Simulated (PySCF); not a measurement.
Molecule: SMILES [SiH2](C=C)N[SiH2]P, C2H10NPSi2.

Geometry:
```csv
atom,x (Å),y (Å),z (Å)
C1,-3.199,1.367,-0.118
C2,-2.004,0.906,-0.506
Si3,-1.178,-0.564,0.296
N4,0.382,-0.132,0.947
Si5,1.927,-0.893,0.717
P6,3.415,0.669,0.023
H7,-3.759,0.899,0.701
H8,-3.679,2.229,-0.596
H9,-1.490,1.419,-1.331
H10,-0.918,-1.653,-0.692
H11,-2.126,-1.062,1.345
H12,0.385,0.681,1.560
H13,1.723,-2.006,-0.256
H14,2.500,-1.458,1.981
H15,4.482,-0.269,-0.136
H16,3.011,0.603,-1.347
```

Geometry PBE0-D3(BJ)/def2-SVP throughout; GIAO in PySCF 2.14.0 with density-fitted response routines, gas phase, one conformer, non-relativistic; equivalent atoms averaged; functional PBE0.

For orientation, 6-311+G(2d,p) gives these shifts δ (against TMS, NH3, H3PO4 at the same level): C2 143.1, Si5 -22.3, N4 24.0, P6 -277.6, H9 6.54, H10/H11 5.16, H13/H14 5.64, H15/H16 1.83, H12 -0.44 ppm.

A run gave: C2 144.6, Si5 -22.6, N4 19.8, P6 -271.3, H9 6.40, H10/H11 4.85, H13/H14 5.32, H15/H16 1.66, H12 -0.55 ppm (shifts δ (against TMS, NH3, H3PO4 at the same level)).

Problem. Which basis set was used in that run?
A. 6-31G*
B. 6-31G
C. pcSseg-0
D. pcSseg-1

Solution. D. Si5 tells them apart best: pcSseg-1 gives -22.6, 6-31G* gives -0.4, pcSseg-0 gives -46.0, 6-31G gives 2.2 ppm.
